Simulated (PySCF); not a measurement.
## Electron correlation in Rh (rhodium, neutral)

Starting occupation: [Kr] 4d9, 4d3/2 with m_j = -3/2, -1/2, +1/2, +3/2, 4d5/2 with m_j = -3/2, -1/2, +1/2, +3/2, +5/2. Computed with PySCF 2.14 in x2c-SVPall-2c with one added diffuse shell each of s, p, d type (7s9p7d1f, 76 functions), with X2C-1e with screened-nucleus spin-orbit coupling, Gaussian nucleus. Frozen: [Ar] 3d10; 17 electrons correlated; the 6 highest virtual spinors left out.

MP2 pair energies summed by pair of shells (mhartree):

```csv
pair,energy,share (%)
4d-4d,-227.71,52.2
4d-4p,-133.85,30.7
4p-4p,-44.45,10.2
4d-4s,-14.01,3.2
4p-4s,-13.78,3.2
4s-4s,-2.75,0.6
```

Total MP2 correlation energy: -436.55 mhartree.

The GHF reference relaxed away from the jj start to a determinant that is no pure jj level (⟨S²⟩ = 0.86, ⟨J²⟩ = 9.60); the energies belong to that determinant.

This basis was not built for core-valence correlation, so the inner-shell part is incomplete.
